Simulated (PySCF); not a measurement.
Harmonic spectrum computed at PBE0 in the def2-TZVPD basis family (core potentials from Rb on, PySCF, no spin–orbit coupling):

```tsv
symmetry	ω (cm⁻¹)	IR (km/mol)
a1	330	1.0
b2	935	360
a1	984	210
```

Problem. Which molecule gave it? In each, all ligands are bound to the one heavy central atom.
A. IO₂⁻ (singlet)
B. YO₂⁻ (singlet)
C. TiO₂⁻ (doublet)
D. ScO₂⁻ (singlet)
E. LaO₂⁻ (singlet)

Solution. C. It has C2v symmetry with Ti–O 1.661 Å (×2).
